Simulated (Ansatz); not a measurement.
Geometry optimisation, Ansatz 0.2.0, RKS PBE0/def2-SVPD.

The input (input.yaml):

```yaml
crystal:
  periodic: [false, false, false]
  atoms:
    - { symbol: Ga, position_ang: [0.01048, 0.1292, -0.101331] }
    - { symbol: H, position_ang: [0.054527, 0.130038, 1.46443] }
    - { symbol: Cl, position_ang: [1.775348, 0.60806, -1.220733] }
    - { symbol: O, position_ang: [-1.432113, -0.153935, -1.100184] }
    - { symbol: H, position_ang: [-2.23375, -0.408273, -0.634949] }
    - { symbol: Cl, position_ang: [0.503054, -2.8518, 1.542736] }
    - { symbol: H, position_ang: [0.405055, -1.61209, 2.02753] }
basis:
  gaussian: { orbitals: def2-SVPD }
hamiltonian:
  xc: pbe0
relax:
  f_tol: 0.03
  max_steps: 50
```

Launched with:

```bash
$ ansatz run input.yaml --threads 4 --pin off --max-ram 5120MiB --backend cpu --events-out ev --progress --plain --runs-dir out
```

Question: Where does it end, and by what steps?

Answer: The run converged. The force dipped under the threshold on the way, but the program's further checks kept it going. After 33 steps the energy has fallen by 0.259 eV; H7 moved furthest, 1.39 Å.

```csv
step,energy less start (eV),largest force component (eV/Å),accepted
0,0.0000,1.085,yes
2,-0.0382,1.121,no
4,-0.0752,0.283,yes
6,-0.1076,1.035,yes
8,-0.1574,0.163,yes
10,-0.1730,0.205,yes
12,-0.1369,1.104,no
14,-0.1838,0.335,yes
16,-0.1963,0.022,yes
18,-0.1988,0.059,yes
20,-0.2006,0.710,no
22,-0.2111,0.093,yes
24,-0.2129,1.030,no
26,-0.2323,0.203,yes
28,-0.2431,0.733,yes
30,-0.2533,0.207,yes
32,-0.2586,0.085,yes
33,-0.2595,0.010,yes
```

```xyz
7
Properties=species:S:1:pos:R:3
Ga -0.187 0.131 0.198
H -0.500 1.091 1.369
Cl 1.884 -0.222 -0.419
O -1.301 -0.491 -1.052
H -2.235 -0.319 -0.908
Cl 0.149 -2.223 1.719
H 1.274 -2.125 1.070
```

Whether the end is a true minimum wasn't checked by a vibrational analysis.

The run took 76 s on 4 threads of Arm Neoverse V2, on a shared host, peak memory 0.41 GiB.
